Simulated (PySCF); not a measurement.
neopentane (C5H12), singlet, geometry from GFN2-xTB; BLYP/STO-3G run with PySCF.

Input for PySCF:
```python
from pyscf import gto, scf, dft

mol = gto.M(
    atom='''
C    -0.342155   -0.440932    1.424642
C     0.000000   -0.000000    0.000000
C     0.140297    1.523020   -0.042687
C    -1.116514   -0.436182   -0.950914
C     1.318372   -0.645907   -0.431040
H    -1.277917    0.008553    1.749940
H    -0.446243   -1.522623    1.475778
H     0.441015   -0.139505    2.116951
H     0.383913    1.856752   -1.049057
H    -0.788353    2.001456    0.260981
H     0.930579    1.853398    0.627991
H    -2.063690    0.013373   -0.660635
H    -1.232017   -1.517803   -0.934797
H    -0.891425   -0.131331   -1.970672
H     1.238762   -1.730619   -0.407259
H     2.126021   -0.347501    0.233913
H     1.579354   -0.344148   -1.443135
''',
    basis='sto-3g',
    charge=0,
    spin=0,
    verbose=4,
)

mf = dft.RKS(mol)
mf.xc = 'blyp'
mf.grids.radi_method = dft.radi.gauss_chebyshev
mf.kernel()
mf.analyze()
```

The log (banner, timings and long lists left out):

```
PySCF version 2.14.0

[INPUT] verbose = 4
[INPUT] num. atoms = 17
[INPUT] num. electrons = 42
[INPUT] charge = 0
[INPUT] spin (= nelec alpha-beta = 2S) = 0
[INPUT] symmetry False subgroup None
[INPUT] Mole.unit = angstrom
[INPUT] Symbol           X                Y                Z      unit          X                Y                Z       unit  Magmom
[...]
nuclear repulsion = 199.27094055107
number of shells = 27
number of NR pGTOs = 111
number of NR cGTOs = 37
basis = sto-3g
ecp = {}

******** <class 'pyscf.dft.rks.RKS'> ********
method = RKS
initial guess = minao
damping factor = 0
level_shift factor = 0
DIIS = <class 'pyscf.scf.diis.CDIIS'>
diis_start_cycle = 1
diis_space = 8
diis_damp = 0
SCF conv_tol = 1e-09
SCF conv_tol_grad = None
SCF max_cycles = 50
direct_scf = True
direct_scf_tol = 1e-13
XC library pyscf.dft.libxc version 7.1.2
    S. Lehtola, C. Steigemann, M. J. T. Oliveira, and M. A. L. Marques,  SoftwareX 7, 1–5 (2018)
XC functionals = blyp
    A. D. Becke,  Phys. Rev. A 38, 3098 (1988)
    C. Lee, W. Yang, and R. G. Parr,  Phys. Rev. B 37, 785 (1988)
    B. Miehlich, A. Savin, H. Stoll, and H. Preuss,  Chem. Phys. Lett. 157, 200 (1989)
radial grids: Gauss-Chebyshev [JCP 108, 3226 (1998); DOI:10.1063/1.475719) radial grids
becke partition: Becke, JCP 88, 2547 (1988); DOI:10.1063/1.454033
pruning grids: <function nwchem_prune>
grids dens level: 3
symmetrized grids: False
atomic radii adjust function: <function treutler_atomic_radii_adjust>
small_rho_cutoff = 0
Set gradient conv threshold to 3.16228e-05
Initial guess from minao.
tot grids = 183936
init E= -195.284119020406
[...]
cycle= 1 E= -195.227315451963  delta_E= 0.0568  |g|= 0.264  |ddm|=  4.7
[...]
cycle= 2 E= -195.222994063792  delta_E= 0.00432  |g|= 0.289  |ddm|= 0.715
[...]
cycle= 3 E= -195.248758073687  delta_E= -0.0258  |g|= 0.0116  |ddm|= 0.377
[...]
cycle= 4 E= -195.248780407164  delta_E= -2.23e-05  |g|= 0.00758  |ddm|= 0.0244
[...]
cycle= 5 E= -195.248797456613  delta_E= -1.7e-05  |g|= 5.63e-05  |ddm|= 0.00969
[...]
cycle= 6 E= -195.248797457949  delta_E= -1.34e-09  |g|= 6.28e-07  |ddm|= 0.0001
[...]
cycle= 7 E= -195.24879745795  delta_E= -7.39e-13  |g|= 2.13e-08  |ddm|= 8.64e-07
[...]
Extra cycle  E= -195.248797457949  delta_E= 1.19e-12  |g|= 2.31e-08  |ddm|= 5.89e-08
converged SCF energy = -195.248797457949
**** SCF Summaries ****
Total Energy =                        -195.248797457948854
Nuclear Repulsion Energy =             199.270940551070112
One-electron Energy =                 -656.915641911399007
Two-electron Energy =                  262.395903902380041
Two-electron Coulomb Energy =          293.910339765707079
DFT Exchange-Correlation Energy =      -31.514435863327058
HOMO-LUMO gap [eV] =                    15.057589017556936
**** MO energy ****
[...]
 ** Mulliken pop on meta-lowdin orthogonal AOs  **
 ** Mulliken pop  **
[...]
 ** Mulliken atomic charges  **
charge of    0C =     -0.14167
charge of    1C =      0.05814
charge of    2C =     -0.14168
charge of    3C =     -0.14168
charge of    4C =     -0.14167
charge of    5H =      0.04238
charge of    6H =      0.04238
charge of    7H =      0.04238
charge of    8H =      0.04238
charge of    9H =      0.04238
charge of   10H =      0.04238
charge of   11H =      0.04238
charge of   12H =      0.04238
charge of   13H =      0.04238
charge of   14H =      0.04238
charge of   15H =      0.04238
charge of   16H =      0.04238
Dipole moment(X, Y, Z, Debye):  0.00001, -0.00000,  0.00001
```
